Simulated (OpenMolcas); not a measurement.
# Ir⁷⁺: CASPT2 settings compared

* Program: OpenMolcas
* Basis: ANO-RCC-VQZP [9s8p6d4f2g1h]
* Scalar Hamiltonian: X2C, point nucleus
* Active space: 2 electrons in 10 orbitals (5d 6d)
* State averaging: 2S+1 = 3 even, 10 roots; 2S+1 = 1 even, 14 roots kept (CI in the orbitals of an earlier block)
* Spin-orbit coupling: RASSI with atomic mean-field integrals over the reference wave functions, term energies averaged over their components

Methods on the same reference wave functions:
A. CASSCF
B. SS-CASPT2, IPEA 0.2 Eh, imaginary shift 0.4 Eh (closed shells correlated: 5s 5p)
C. SS-CASPT2, IPEA 0.2 Eh, sigma2 regulariser 0.4 Eh (closed shells correlated: 4f 5s 5p)
D. XMS-CASPT2, IPEA 0.35 Eh, imaginary shift 0.1 Eh (closed shells correlated: 5s 5p)

Energies in cm-1 above 5d2 3F2, the measured ground level; measured values from van het Hof, Joshi, Wyart and Sugar, J. Res. Natl. Inst. Stand. Technol. 100, 687 (1995).

```tsv
Level	A	B	C	D	Measured
5d2 3F2	0.0	0.0	0.0	0.0	0.0
5d2 3F3	12057	12410	12420	12370	12672
5d2 3F4	21439	21390	21390	21340	21615
5d2 3P0	24198	22750	22660	22840	
5d2 3P1	27135	25690	25590	25780	25221
5d2 1G4	37979	36350	36340	36300	36253
5d2 3P2 [55 %]	40467	38630	38560	38790	38878
```

Deviations, from unrounded energies. A percentage is the sum of absolute deviations over the sum of measured energies, with the sign that they share, or ± where signs differ.

```csv
Against measurement,Levels,A,B,C,D
mean absolute deviation (cm-1),5,1200,260,250,250
fine structure of the ground term (%),2,-2.3,-1.4,-1.4,-1.7
other terms of the ground configuration (%),3,+5.2,±0.8,±0.8,±0.7
```

B, C, D lie about equally close to measurement and A furthest from it. The largest miss of C in the table is 5d2 3P1, by +370 cm-1. The ranking rests on the paired levels alone, and a cruder setting can come out closer through cancelling errors.

Among B to D the level of the table that moves most is 5d2 3P2 [55 %], by 230 cm-1 (lowest in C, highest in D). Moves below CASPT2's spread within the term are not significant.

The two smallest mean deviations differ by little beside CASPT2's spread within terms, so their order carries little weight.

From A to B the spin-free energies of the other terms of 5d2 shown, above 3F, scale by a factor of 0.88, as is usual when dynamic correlation screens the repulsion within a d or f shell.

The lowest spin-free term lies below A's lowest term by 0.246 hartree in B, 0.560 hartree in C, 0.247 hartree in D.

Term energies are means over components that CASPT2 splits; among the terms shown or strongly mixed into the levels shown the widest spread is 760 cm-1 (5d2 3F, D). Terms from blocks run as CI alone lack orbitals of their own. Active for correlation alone: 6d; no level in the range computed is led by a configuration that fills it, so any true level of that kind is missing. Without dynamic correlation excited terms often stand tens of per cent too high (terms of higher spin than the ground term too low), and those without a measured partner can miss by more than the paired ones (holds for A). Measured partners are found by configuration, term and J. A level has none where our copy of the source lacks it or the pairing is in doubt (some pairs that miss far off the trend of their configuration count as doubtful), and it then counts in no deviation. Levels of configurations outside the active space are missing. Levels that lie high or do not pair safely by name in every column are left out.

A share in square brackets marks a mixed level and gives the weight of the term that names it, the lowest over the columns.
